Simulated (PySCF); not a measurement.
# Frontier orbitals and the lowest excitations

Species: C4H10BN.
Atom-mapped SMILES: `[BH2:1][NH:2][CH:3]1[CH2:4][CH2:5][CH2:6]1` (hydrogens: H7, H8 on B1; H9 on N2; H10 on C3; H11, H12 on C4; H13, H14 on C5; H15, H16 on C6)

Cartesian coordinates in Å at the PBE0-D3(BJ)/def2-SVP level; atoms count from 1:
```xyz
16
C4H10BN angstrom
B      2.6929    0.0642    0.2465
N      1.4044    0.0010   -0.2688
C      0.1683    0.0395    0.4564
C     -0.9310    1.0387    0.0409
C     -1.9732   -0.0353    0.4052
C     -0.8623   -1.0942    0.2758
H      3.6315    0.0114   -0.5146
H      2.8418    0.1712    1.4432
H      1.2785   -0.0906   -1.2723
H      0.4108    0.1647    1.5227
H     -0.9012    1.2146   -1.0471
H     -0.9635    2.0136    0.5503
H     -2.8557   -0.1351   -0.2424
H     -2.3157    0.0683    1.4460
H     -0.8131   -1.5004   -0.7480
H     -0.8358   -1.9341    0.9862
```

Computed, not measured: TDDFT wB97X-D/def2-SVPD, vertical, gas phase, core orbitals frozen in the response (PySCF 2.14.0, density-fitted response routines).

Frontier orbitals with the atoms that hold most of them (Löwdin shares over 4%, at most four atoms; ? is withheld):

| orbital | ε (eV) | atoms |
| --- | --- | --- |
| LUMO+2 | 2.62 | C5 22%, B1 15%, H13 13%, H14 11% |
| LUMO+1 | 2.16 | B1 51%, N2 20%, H8 12%, H7 12% |
| LUMO | 2.15 | B1 47%, H9 9%, C4 6%, C6 6% |
| HOMO | -9.51 | ? |
| HOMO-1 | -10.58 | B1 23%, H7 14%, C3 12%, H8 10% |
| HOMO-2 | -11.01 | B1 14%, C3 11%, C5 8%, H8 8% |
| HOMO-3 | -11.18 | C5 26%, C4 22%, C6 22%, H12 7% |

(1) Give the leading atoms of the HOMO.

(2) The HOMO–LUMO gap is 11.67 eV. Where does the response calculation put the lowest singlet, and from which orbitals?

Answers

(1) N2 (bonded to B, C and H) 42%; C3 (bonded to 2 C, N and H) 13%; B1 (bonded to N and 2 H) 12%; C6 (bonded to 2 C and 2 H) 11%. By element: nitrogen 42%, carbon 24% or more, boron 12%.

(2) S1 is at 7.29 eV (f = 0.0004), 4.38 eV below the gap, made of HOMO-1→LUMO+1 (65%), HOMO-2→LUMO+1 (27%). Its leading pair isn't HOMO and LUMO; the energies of that pair differ by 12.74 eV. Without the coupling terms of the response equations the lowest excitation would equal the gap.

Next come S2 at 7.43 eV (f 0.341), HOMO→LUMO+1 (87%); S3 at 7.44 eV (f 0.055), HOMO→LUMO (70%), HOMO→LUMO+1 (8%); S4 at 8.17 eV (f 0.012), HOMO→LUMO+3 (86%); S5 at 8.36 eV (f 0.0059), HOMO→LUMO+2 (84%).

Löwdin shares depend on the basis, the more so with diffuse functions.

One conformer stands for the species.

Without π bonds the low states are Rydberg-like; a valence basis with one diffuse set may place them up to an eV too high.
